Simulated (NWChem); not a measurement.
C$_{2}$H$_{6}$O$_{2}$Si; SMILES CC([SiH2]O)=O

```xyz
11

C      0.6090    -2.1055     0.0000
C     -0.1544    -0.8015     0.0000
O     -1.3815    -0.7735     0.0000
Si     0.6721     0.9555     0.0000
O     -0.6534     1.9488     0.0000
H      1.2626    -2.1554    -0.8813
H      1.2626    -2.1554     0.8813
H     -0.0793    -2.9556     0.0000
H      1.5225     1.1268    -1.2086
H      1.5225     1.1268     1.2086
H     -1.4528     1.3862     0.0000
```
Atoms are numbered in this order, from 1.

Computed with NWChem. Pople sets run with spherical d functions. Structure relaxed at the B3LYP/6-31G* (spherical d) level. GIAO values for the isolated, static molecule; σ is the absolute isotropic shielding, δ = σ(reference) − σ with the isolated reference molecule computed at the same levels (13C: tetramethylsilane, 1H: tetramethylsilane, 17O: water, 29Si: tetramethylsilane).

For level B3LYP/6-31G*:

* **δ C1 (ppm)**: 34.0
* **δ C2 (ppm)**: 232.9
* **δ O3 (ppm)**: 725.3
* **δ Si4 (ppm)**: -27.7
* **δ O5 (ppm)**: -12.1
* **δ H11 (ppm)**: 2.36

Task: What are these values for level Hartree-Fock/6-31G*?

Result: 
* **δ C1 (ppm)**: 32.5
* **δ C2 (ppm)**: 242.1
* **δ O3 (ppm)**: 764.2
* **δ Si4 (ppm)**: -31.3
* **δ O5 (ppm)**: -19.3
* **δ H11 (ppm)**: 3.53
